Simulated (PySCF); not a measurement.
Correlation energy of Ag (silver, neutral)

[Kr] 4d9 5s2, 2D determinant (an excited configuration). Computed with PySCF 2.14 in ANO-RCC-VTZP, with the spin-free X2C one-electron Hamiltonian (Gaussian nucleus). Frozen: [Ar] 3d10; 19 electrons correlated.

```tsv
level	correlation energy (mhartree)
CCSD	-573.73
(T)	-17.56
CCSD(T)	-591.29
```

Diagnostics: T1 = 0.018, D1 = 0.0704, largest double amplitude 0.097.

Cost of the coupled-cluster step: about 21 core-seconds, for 19 correlated electrons.
